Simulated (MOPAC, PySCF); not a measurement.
BBr2Cl, SMILES `ClB(Br)Br`, neutral singlet in the gas phase. 

Cartesian coordinates (Å):
SMILES: ClB(Br)Br
```xyz
4

Cl     1.7295    -0.3967    -0.0012
B      0.0410    -0.0094     0.0000
Br    -0.5177     1.8054    -0.0004
Br    -1.2528    -1.3992     0.0015
```
Charge 0, spin multiplicity 1.

All levels are single points at this geometry (PBE0-D4/def2-TZVP); Pople sets use spherical d functions. Orbital energies aren't observables, and empty levels follow the basis.

HF/6-31G* in PySCF gives gap (eV) = 13.16.

Q: Estimate the gap (eV) from each of these levels: B3LYP-D3(BJ)/def2-TZVP in PySCF; PBE0-D4/def2-TZVP in PySCF; B3LYP/6-311+G** (LANL2DZ on Br) in PySCF; B3LYP/6-31G* in PySCF; B3LYP/LANL2DZ in PySCF; BP86/6-31G* in PySCF; M06-2X/6-31G* in PySCF; PBE/6-31G* in PySCF; SVWN5/6-31G* in PySCF; HF/STO-3G in PySCF; PM3 in MOPAC; PM6 in MOPAC.

A: 
```tsv
level	gap (eV)
B3LYP-D3(BJ)/def2-TZVP in PySCF	6.05
PBE0-D4/def2-TZVP in PySCF	6.48
B3LYP/6-311+G** (LANL2DZ on Br) in PySCF	6.12
B3LYP/6-31G* in PySCF	6.07
B3LYP/LANL2DZ in PySCF	6.06
BP86/6-31G* in PySCF	4.35
M06-2X/6-31G* in PySCF	8.53
PBE/6-31G* in PySCF	4.33
SVWN5/6-31G* in PySCF	4.24
HF/STO-3G in PySCF	14.19
PM3 in MOPAC	10.26
PM6 in MOPAC	8.53
```
